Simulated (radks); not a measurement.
Hg XV, configuration [Kr] 4d10 4f14 5s2 5p4.

Method: non-relativistic Kohn-Sham, LB94 model potential, spin-polarised, spherical densities, point nucleus; open shells are filled with parallel spins first (spin-orbit coupling, left out, can overturn this in heavy ions); relativity is left out, which matters for an element this heavy; computed with a radial shooting solver on a logarithmic mesh with Libxc functionals.

Energy parts (hartree):
kinetic: 18380.5402
electron-nucleus: -43049.6869
Hartree: 6657.9393
(The LB94 potential has no energy functional, so no total or exchange-correlation energy is given.)

Orbitals (lengths in bohr, moments of r in powers of bohr):
| orbital | occ. | eigenvalue (hartree) | <r^4> |
|---|---|---|---|
| 1s up | 1 | -2775.216 | 5.743e-07 |
| 1s down | 1 | -2775.216 | 5.743e-07 |
| 2s up | 1 | -474.1791 | 0.00009206 |
| 2s down | 1 | -474.1725 | 0.00009206 |
| 2p up | 3 | -456.8342 | 0.00005752 |
| 2p down | 3 | -456.8227 | 0.00005752 |
| 3s up | 1 | -120.0433 | 0.003103 |
| 3s down | 1 | -120.0355 | 0.003103 |
| 3p up | 3 | -111.7641 | 0.002736 |
| 3p down | 3 | -111.7552 | 0.002736 |
| 3d up | 5 | -96.27333 | 0.001811 |
| 3d down | 5 | -96.26610 | 0.001811 |
| 4s up | 1 | -33.95658 | 0.06816 |
| 4s down | 1 | -33.94971 | 0.06835 |
| 4p up | 3 | -30.35481 | 0.07281 |
| 4p down | 3 | -30.34950 | 0.07302 |
| 4d up | 5 | -23.71412 | 0.08371 |
| 4d down | 5 | -23.71230 | 0.08396 |
| 4f up | 7 | -14.75727 | 0.1169 |
| 4f down | 7 | -14.75806 | 0.1169 |
| 5s up | 1 | -13.21474 | 1.210 |
| 5s down | 1 | -13.19703 | 1.193 |
| 5p up | 3 | -11.89855 | 1.466 |
| 5p down | 1 | -11.87284 | 1.446 |

The highest occupied level is 5p down at -323.08 eV. The density falls to 0.001 e/bohr^3 at r = 2.05 bohr. The spin density at the nucleus is -1.925 e/bohr^3 (1s -0.685, 2s 0.702, 3s 0.513, 4s 1.440, 5s -3.896). Spin moment in Bohr magnetons: 2. Summed over all electrons, <r^2> = 14.30 bohr^2, which gives a Langevin (diamagnetic) susceptibility term of -11.3 x 10^-6 cm^3/mol.
